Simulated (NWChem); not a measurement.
System: C3H5ClSi; SMILES C=C=C[SiH2]Cl

Here is an NWChem input.

```
start job
memory heap 200 mb stack 900 mb global 1100 mb
geometry units angstroms noautoz
  C     -0.213339    -3.232752    -0.473683
  C     -0.277349    -2.076446     0.131870
  C     -0.318527    -0.904013     0.718525
  Si     0.724623     0.507319     0.100058
  Cl    -0.475534     2.059313    -0.617439
  H      0.511039    -3.988468    -0.178613
  H     -0.887480    -3.480642    -1.290447
  H     -0.965907    -0.762038     1.586108
  H      1.584606     0.041957    -1.011035
  H      1.538996     1.090755     1.194041
end
basis spherical
  C library pcseg-1
  Si library pcseg-1
  Cl library pcseg-1
  H library pcseg-1
end
dft
  xc pbe0
  iterations 150
  mulliken
end
task dft energy
```

Excerpt of the output:

```
             Northwest Computational Chemistry Package (NWChem) 7.3.0
             --------------------------------------------------------

 C1  symmetry detected

                             Geometry "geometry" -> ""
                             -------------------------

 Output coordinates in angstroms (scale by  1.889725989 to convert to a.u.)

  No.       Tag          Charge          X              Y              Z
 ---- ---------------- ---------- -------------- -------------- --------------
    1 C                    6.0000    -0.53374639     3.14731297     0.39088211
    2 C                    6.0000    -0.18029367     2.04681636    -0.21888313
    3 C                    6.0000     0.18210692     0.92878968    -0.80124130
    4 Si                  14.0000     0.76645485    -0.52312259     0.20524249
    5 Cl                  17.0000    -0.54222079    -2.13926253     0.00693997
    6 H                    1.0000     0.18783151     3.93057695     0.61160668
    7 H                    1.0000    -1.56427103     3.31951259     0.69318203
    8 H                    1.0000     0.14900338     0.85728836    -1.89016267
    9 H                    1.0000     0.81879655    -0.14885247     1.63627095
   10 H                    1.0000     2.08762405    -1.00486025    -0.26681737

 Effective nuclear repulsion energy (a.u.)     238.8932495007

                                 NWChem DFT Module
                                 -----------------

 Summary of "ao basis" -> "ao basis" (spherical)
 ------------------------------------------------------------------------------
       Tag                 Description            Shells   Functions and Types
 ---------------- ------------------------------  ------  ---------------------
 C                          pcseg-1                  6       14   3s2p1d
 Si                         pcseg-1                  8       18   4s3p1d
 Cl                         pcseg-1                  8       18   4s3p1d
 H                          pcseg-1                  3        5   2s1p

            General Information
            -------------------
          SCF calculation type: DFT
          Wavefunction type:  closed shell.
          No. of atoms     :    10
          No. of electrons :    54
           Alpha electrons :    27
            Beta electrons :    27
          Charge           :     0
          Spin multiplicity:     1
          Use of symmetry is: off; symmetry adaption is: off
          Maximum number of iterations: 150
          AO basis - number of functions:   103
                     number of shells:    49
          Convergence on energy requested:  1.00D-06
          Convergence on density requested:  1.00D-05
          Convergence on gradient requested:  5.00D-04

              XC Information
              --------------
                         PBE0 Method XC Functional
                     Hartree-Fock (Exact) Exchange  0.250
          PerdewBurkeErnzerhof Exchange Functional  0.750
            Perdew 1991 LDA Correlation Functional  1.000 local
           PerdewBurkeErnz. Correlation Functional  1.000 non-local

             Grid Information
             ----------------
          Grid used for XC integration:  medium
          Radial quadrature: Mura-Knowles
          Angular quadrature: Lebedev.
          Tag              B.-S. Rad. Rad. Pts. Rad. Cut. Ang. Pts.
          ---              ---------- --------- --------- ---------
          C                   0.70       49          13.0       434
          Si                  1.10       88          12.0       590
          Cl                  1.00       88          14.0       590
          H                   0.35       45          14.0       434
          Grid pruning is: on
          Number of quadrature shells:   548
          Spatial weights used:  Erf1

      Superposition of Atomic Density Guess
      -------------------------------------

 Sum of atomic energies:        -863.69103826

      Non-variational initial energy
      ------------------------------

 Total energy =    -866.038790
 1-e energy   =   -1663.907110
 2-e energy   =     558.975070
 HOMO         =      -0.304648
 LUMO         =      -0.016402

     ---------------------------------------------
      Total Density - Mulliken Population Analysis
     ---------------------------------------------

    Atom       Charge   Shell Charges
 -----------   ------   -------------------------------------------------------
    1 C    6     6.32   2.00  0.79  0.36  2.09  1.06  0.03
    2 C    6     6.03   2.00  0.83  0.45  1.82  0.89  0.04
    3 C    6     6.55   2.00  0.80  0.54  2.09  1.09  0.02
    4 Si  14    13.11   2.00  2.00  0.91  0.26  5.99  1.63  0.17  0.15
    5 Cl  17    17.46   2.00  2.00  1.22  0.73  5.99  3.95  1.56  0.01
    6 H    1     0.79   0.67  0.11  0.02
    7 H    1     0.79   0.67  0.10  0.02
    8 H    1     0.78   0.66  0.10  0.02
    9 H    1     1.08   0.72  0.35  0.01
   10 H    1     1.09   0.72  0.36  0.01

   convergence    iter        energy       DeltaE   RMS-Dens  Diis-err
 ---------------- ----- ----------------- --------- --------- ---------
 d= 0,ls=0.0,diis     1   -866.4833088039 -1.11D+03  9.39D-03  3.69D-01
 d= 0,ls=0.0,diis     2   -866.5125888391 -2.93D-02  5.20D-03  1.29D-01
 d= 0,ls=0.0,diis     3   -866.5291073836 -1.65D-02  1.76D-03  2.90D-02
 d= 0,ls=0.0,diis     4   -866.5330429195 -3.94D-03  4.70D-04  4.37D-03
 d= 0,ls=0.0,diis     5   -866.5336346154 -5.92D-04  1.02D-04  6.51D-05
  Resetting Diis
 d= 0,ls=0.0,diis     6   -866.5336431635 -8.55D-06  3.45D-05  8.65D-06
 d= 0,ls=0.0,diis     7   -866.5336443688 -1.21D-06  2.11D-05  1.63D-06
 d= 0,ls=0.0,diis     8   -866.5336439524  4.16D-07  1.39D-05  4.70D-06
 d= 0,ls=0.0,diis     9   -866.5336445812 -6.29D-07  8.48D-07  9.76D-09

         Total DFT energy =     -866.533644581188
      One electron energy =    -1668.098312923800
           Coulomb energy =      629.498873866711
    Exchange-Corr. energy =      -66.827455024836
 Nuclear repulsion energy =      238.893249500737

 Numeric. integr. density =       53.999989648294

                       DFT Final Molecular Orbital Analysis
                       ------------------------------------

 Vector   25  Occ=2.000000D+00  E=-3.266871D-01
              MO Center= -7.6D-02, -1.6D+00,  1.5D-01, r^2= 3.0D+00
   Bfn.  Coefficient  Atom+Function         Bfn.  Coefficient  Atom+Function
  ----- ------------  ---------------      ----- ------------  ---------------
    70      0.515982   5 Cl pz               68     -0.355251   5 Cl px
    73      0.256301   5 Cl pz               69      0.243169   5 Cl py
    94     -0.202002   9 H  s                67     -0.197177   5 Cl pz
    71     -0.174407   5 Cl px               99      0.174923  10 H  s
    95     -0.162069   9 H  s                52     -0.152486   4 Si pz

 Vector   26  Occ=2.000000D+00  E=-3.041327D-01
              MO Center=  1.8D-02,  1.3D+00, -3.8D-01, r^2= 3.3D+00
   Bfn.  Coefficient  Atom+Function         Bfn.  Coefficient  Atom+Function
  ----- ------------  ---------------      ----- ------------  ---------------
    32      0.390009   3 C  px               18      0.321681   2 C  px
    35      0.269672   3 C  px               21      0.204241   2 C  px
    69      0.163896   5 Cl py               79     -0.144968   6 H  s
    84      0.145150   7 H  s                33      0.136800   3 C  py
    19      0.129311   2 C  py               70     -0.121708   5 Cl pz

 Vector   27  Occ=2.000000D+00  E=-2.898757D-01
              MO Center= -2.3D-01,  2.0D+00, -3.8D-03, r^2= 3.9D+00
   Bfn.  Coefficient  Atom+Function         Bfn.  Coefficient  Atom+Function
  ----- ------------  ---------------      ----- ------------  ---------------
     6      0.370955   1 C  pz               20      0.276523   2 C  pz
     9      0.240688   1 C  pz                5     -0.173502   1 C  py
    69      0.162780   5 Cl py               89      0.158181   8 H  s
    23      0.157378   2 C  pz               51     -0.152569   4 Si py
    22     -0.149862   2 C  py               19     -0.147434   2 C  py

 Vector   28  Occ=0.000000D+00  E=-3.235889D-02
              MO Center=  1.1D-01,  1.1D+00, -1.4D-01, r^2= 5.0D+00
   Bfn.  Coefficient  Atom+Function         Bfn.  Coefficient  Atom+Function
  ----- ------------  ---------------      ----- ------------  ---------------
    21      0.542007   2 C  px               18      0.405653   2 C  px
    35     -0.369132   3 C  px               64     -0.333289   5 Cl s
    54     -0.329947   4 Si py               80     -0.312089   6 H  s
    85      0.311097   7 H  s                53     -0.300405   4 Si px
    32     -0.239239   3 C  px               50     -0.238594   4 Si px

 Vector   29  Occ=0.000000D+00  E=-6.536982D-03
              MO Center= -1.4D-01,  2.0D+00, -1.3D-01, r^2= 4.5D+00
   Bfn.  Coefficient  Atom+Function         Bfn.  Coefficient  Atom+Function
  ----- ------------  ---------------      ----- ------------  ---------------
    23     -0.580590   2 C  pz                9      0.552251   1 C  pz
    90     -0.513321   8 H  s                46      0.393446   4 Si s
    20     -0.380574   2 C  pz                6      0.330666   1 C  pz
    45      0.313425   4 Si s                 8     -0.276907   1 C  py
   100     -0.234972  10 H  s                52     -0.189375   4 Si pz

[...]
```

Level: PBE0/pcseg-1. Structure relaxed at the B3LYP/6-31G* (spherical d) level.
